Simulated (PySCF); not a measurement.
water (H2O), SMILES O. Atoms are numbered in the order given.

```xyz
3

O      0.0000     0.0000    -0.1169
H      0.0000    -0.7650     0.4676
H      0.0000     0.7650     0.4676
```
Charge 0, spin multiplicity 1.

Geometry: B3LYP-D3(BJ)/def2-TZVP.

Two levels are set side by side: PBE/pcSseg-1 (PySCF) and PBE0/pcSseg-1 (PySCF). GIAO shifts against H2O (¹⁷O), TMS (¹H) at the same level; non-relativistic, no solvent, atoms listed together averaged. Differences are taken from unrounded values.

```tsv
quantity	PBE
δ(¹⁷O) of O1 (ppm)	0.0
δ(¹H) of H2, H3 (ppm)	0.34
```

### Question
These are the PBE values. What does PBE0 give? (The exact figures need the calculation; the answer reports its results.)

### Answer

```
quantity               PBE0  PBE minus PBE0
---------------------  ----  --------------
δ(¹⁷O) of O1 (ppm)      0.0             0.0
δ(¹H) of H2, H3 (ppm)  0.71           -0.37
```
